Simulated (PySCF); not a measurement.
Compound: C5H9GeN.
SMILES: `[H]/N=C\C1=C[CH2][GeH2][CH2]1`

Level: wB97X-D/def2-SVPD in PySCF, non-relativistic, on one gas-phase PBE0-D3(BJ)/def2-SVP geometry that isn't relaxed in the solvent. The solvent is an IEF-PCM continuum (van der Waals radii × 1.2), and excitations are vertical TDDFT with non-equilibrium linear response and a frozen core. Only the electrostatic response of the medium enters. Spin–orbit coupling is left out although an atom past zinc is present.

Gas-phase singlets (H = HOMO, L = LUMO):

```
state  E (eV)  λ (nm)      f  leading configurations
   S1   4.902     253  0.004               H-1→L 93%
   S2   5.893     210  0.444                 H→L 95%
   S3   6.512     190  0.000               H-2→L 96%
   S4   6.942     179  0.001    H→L+1 76%, H→L+3 18%
   S5   7.177     173  0.000               H-3→L 90%
```

Problem. Give the list for benzene (ε = 2.271), n² = 2.25.

Solution. 
| state | E (eV) | λ (nm) | f | leading configurations | change by rank (eV) |
| --- | --- | --- | --- | --- | --- |
| S1 | 4.997 | 248 | 0.005 | H-1→L 94% | +0.095 |
| S2 | 5.664 | 219 | 0.593 | H→L 97% | -0.229 |
| S3 | 6.394 | 194 | 0.001 | H-2→L 96% | -0.118 |
| S4 | 6.969 | 178 | 0.002 | H→L+1 75%, H→L+3 18% | +0.027 |
| S5 | 7.090 | 175 | 0.000 | H-3→L 91% | -0.087 |

Problem. The ground-state energy changes by -0.116 eV from gas to benzene. By how much does the total energy of gas-phase S1 change?

Solution. E(S1) = E(S0) + excitation energy, so it changes by -0.116 + 0.095 = -0.021 eV: it is lowered less than the ground state, which is what a blue shift means. This is the vertical state, with the slow part of the continuum still set for S0.

Problem. How do the frontier levels move from gas to benzene?

Solution. 
```csv
orbital,gas (eV),solvent (eV),change (eV)
LUMO+2,2.02,2.18,+0.16
LUMO+1,1.78,1.92,+0.14
LUMO,0.58,0.60,+0.02
HOMO,-9.07,-9.01,+0.06
HOMO-1,-9.51,-9.62,-0.11
HOMO-2,-10.41,-10.24,+0.17
HOMO-3,-11.00,-10.86,+0.14
```

The HOMO–LUMO gap goes from 9.65 to 9.61 eV.

On one thread of an Arm Neoverse V1, shared host with 32 logical CPUs at a one-minute load of 25, this took 51 s of wall time and 1.1 GiB of memory at its peak. This is the whole response run at wB97X-D/def2-SVPD in benzene, SCF included.

wB97X-D is run here without its empirical dispersion term; that term would change no orbital, density or response property at a fixed geometry.
